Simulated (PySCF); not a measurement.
Rows and methods have been separated. Pair them.

Species: C3H5F3O.
InChI=1S/C3H5F3O/c4-1-3(6)7-2-5/h3H,1-2H2/t3-/m0/s1

The closed-shell ground state was solved 6 times with PySCF (density fitting, gas phase), always in the pcJ-1 basis (239 functions), with these functionals: B97-2, BHandHLYP, HF, KT2, LDA and PBE0. One conformer (not necessarily the lowest) at the PBE0-D3(BJ)/def2-SVP geometry, without solvent, vibrations or thermal averaging.

```tsv
row	total energy (Eh)	HOMO (eV)	LUMO (eV)	dipole (D)
P	-491.9113	-9.15	1.52	1.62
Q	-491.8434	-11.11	2.34	1.75
R	-489.6654	-13.70	4.63	1.89
S	-488.5759	-7.80	0.16	1.57
T	-499.0685	-7.83	0.40	1.49
U	-491.5669	-9.41	1.53	1.63
```

Problem. Which functional belongs to which row?

Solution. P = B97-2, Q = BHandHLYP, R = HF, S = LDA, T = KT2, U = PBE0. By rising HOMO–LUMO gap: LDA (LDA) 7.96 eV; KT2 (GGA) 8.23 eV; B97-2 (global hybrid, 21 % exact exchange) 10.67 eV; PBE0 (global hybrid, 25 % exact exchange) 10.94 eV; BHandHLYP (global hybrid, 50 % exact exchange) 13.45 eV; HF (all exact exchange) 18.33 eV. Total energies of different functionals aren't bounds to one another; each is stationary for its own functional.

Shape of the structure used: `[F:1][CH2:2][O:3][C@H:4]([F:5])[CH2:6][F:7]`: F1–C2–O3–C4 -74°, C2–O3–C4–F5 -78°, O3–C4–C6–F7 -69°.
